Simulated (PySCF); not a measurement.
hydrogen fluoride (hydrogen fluoride), singlet, at the geometry optimised at the base level; PBE/cc-pVDZ, frequencies (PySCF).

Here is a job for PySCF.
```python
from pyscf import gto, scf, dft
from pyscf.hessian import thermo

mol = gto.Mole()
mol.atom = '''
    F    -0.000000   -0.000000   -0.093236
    H     0.000000    0.000000    0.839122
'''
mol.basis = 'cc-pvdz'
mol.charge = 0
mol.spin = 0
mol.verbose = 3
mol.build()

mf = dft.RKS(mol)
mf.xc = 'pbe'
mf.kernel()
hess = mf.Hessian().kernel()
freq = thermo.harmonic_analysis(mf.mol, hess)
print('frequencies / cm-1', freq['freq_wavenumber'].round(1))
th = thermo.thermo(mf, freq['freq_au'], 298.15, 101325)
thermo.dump_thermo(mf.mol, th)
```

**Question.** What does PySCF print? Leave out banner, timings and long lists.

**Answer.** 
```
converged SCF energy = -100.335500813312
frequencies / cm-1 [3943.9]
temperature 298.1500 [K]
pressure 101325.00 [Pa]
Rotational constants [GHz] inf 607.35580 607.35580
Symmetry number 1
Zero-point energy (ZPE) 0.00898 [Eh]   23589.864 [J/mol]
                           tot       elec      trans        rot        vib
Entropy [J/mol/K]       173.759      0.000    146.112     27.647      0.000
Cv [J/mol/K]             20.786      0.000     12.472      8.314      0.000
Cp [J/mol/K]             29.101      0.000     20.786      8.314      0.000
Internal energy [J/mol]                      3718.434   2478.956  23589.864
Internal energy [Eh]   -100.32416  -100.33550
Enthalpy [J/mol]                             6197.391   2478.956  23589.864
Enthalpy [Eh]          -100.32321
Gibbs free energy [J/mol]                  -37365.800  -5764.053  23589.864
Gibbs free energy [Eh] -100.34294
```
